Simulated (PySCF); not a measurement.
(methylsilylamino)silylmethane (C2H11NSi2), SMILES C[SiH2]N[SiH2]C.

Geometry optimised at PBE0-D3(BJ)/def2-SVP. One conformer was computed; it need not be the lowest.

Calculation: CAM-B3LYP/def2-TZVP (PySCF).

Symmetry labels are those of the subgroup Cs that the program uses (full group Cs).

Problem. List the valence orbital energies around the gap with their symmetry. (The exact figures need the calculation; the answer reports its results.)

Solution. 
```tsv
orbital	symmetry	energy (eV)
HOMO−7	A"	-12.83
HOMO−6	A'	-12.66
HOMO−5	A"	-11.53
HOMO−4	A'	-11.21
HOMO−3	A'	-10.69
HOMO−2	A"	-10.46
HOMO−1	A"	-10.27
HOMO	A'	-8.57
LUMO	A'	1.35
LUMO+1	A'	1.79
LUMO+2	A"	2.12
LUMO+3	A'	2.87
```
